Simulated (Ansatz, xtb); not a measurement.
**Relative energy of two structures of CHAlFO**

We compare a, a doublet given by its coordinates, with b, `O=[CH][Al][F]`, a doublet. Both are isolated molecules in the gas phase, relaxed with B3LYP-D3(BJ)/def2-SVP; the shapes shown needn't be the lowest conformers.

a (Å):

```xyz
5

C    -1.2518    0.4730   -0.3990
Al   -3.0929   -0.3348   -0.0672
F    -4.3429    0.4400   -0.8419
O    -1.4747   -0.3982   -1.2249
H    -3.2832   -1.5851    0.8427
```

Close contacts (Å): C1–Al2 2.04, C1–O4 1.22, Al2–F3 1.66, Al2–O4 1.99, Al2–H5 1.56.

b (Å):

```xyz
5

C    -2.9985   -0.4941    0.3517
Al   -2.9908    0.1138   -1.6753
F    -1.4224    0.2695   -2.2466
O    -2.8522   -1.6596    0.6062
H    -3.2048    0.2506    1.1778
```

Task: Estimate E(b) − E(a) at the level CCSD(T)/def2-SVP + ΔMP2/def2-TZVPP.

Result: Calculated at CCSD(T)/def2-SVP + ΔMP2/def2-TZVPP: E(b) − E(a) = +5.0 kcal/mol, so structure a lies lower.

Level by level:

```tsv
level	geometry	E(b) − E(a) (kcal/mol)	departure from the last row (kcal/mol)	job, with rough time for the two
B3LYP-D3(BJ)/def2-SVP	B3LYP-D3(BJ)/def2-SVP	+0.5	−4.5	optimisation, 88 s
HF/def2-SVP	B3LYP-D3(BJ)/def2-SVP	+7.6	+2.6	part of the CCSD(T) run
MP2/def2-SVP	B3LYP-D3(BJ)/def2-SVP	+5.1	+0.1	part of the CCSD(T) run
CCSD(T)/def2-SVP	B3LYP-D3(BJ)/def2-SVP	+5.2	+0.2	single point
CCSD(T)/def2-SVP + ΔMP2/def2-TZVPP	B3LYP-D3(BJ)/def2-SVP	+5.0		single point, 25 s
```

B3LYP-D3(BJ)/def2-SVP finds them nearly level. The largest departure from CCSD(T)/def2-SVP + ΔMP2/def2-TZVPP is that of B3LYP-D3(BJ)/def2-SVP, 4.5 kcal/mol. Levels run at GFN2-xTB geometries aren't shown. The last row adds to CCSD(T) the change of the MP2 difference between the two basis sets, here −0.2 kcal/mol.

With harmonic frequencies from B3LYP-D3(BJ)/def2-SVP (ideal gas, rigid rotor, one conformer each, 298.15 K, 1 atm): on the last row, ΔE + ΔZPE = +6.8 kcal/mol. A mode under 50 cm⁻¹ makes harmonic enthalpies and free energies unreliable, so none is given.

Open shells are spin-unrestricted. The correlated steps freeze 8 core orbitals. Codes used: Ansatz 0.2.0; the last row on 1 thread of Arm Neoverse V2 on a shared host.
